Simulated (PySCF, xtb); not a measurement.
CHCl2, SMILES Cl[CH]Cl (connectivity only; charge and spin as stated), charge +1, multiplicity 1.

Harmonic wavenumbers (cm⁻¹) from GFN2-xTB (xtb) at its own minimum, in rising order: 329, 779, 789, 912, 1168, 2856.

Q: What does B3LYP-D3(BJ)/def2-TZVP (PySCF) give at its own minimum? (The exact figures need the calculation; the answer reports its results.)

A: 357, 847, 903, 1058, 1322, 3144. Paired by order, the mean absolute difference is 133 cm⁻¹ and the zero-point energies are 9.8 and 10.9 kcal/mol.
